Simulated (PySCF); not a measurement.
**Ionisation energy of Tm by level of theory**

Tm [Xe] 4f13 6s2 (2F) → Tm⁺ [Xe] 4f13 6s1 (3F), as a difference of total energies. Calculation: PySCF 2.14, in cc-pwCVTZ-X2C with one added diffuse shell of g type (12s11p9d7f5g1h, 195 functions); scalar relativity by spin-free X2C-1e. The calculations carry no spin-orbit coupling.

```tsv
method	ionisation energy (eV)
UHF	5.070
BP86	6.387
M06-2X	6.369
```

The reference lies between the lowest fine-structure levels, while these numbers refer to the centres of the terms.

For comparison: 6.184 eV (measured; NIST Atomic Spectra Database, ionization energies).
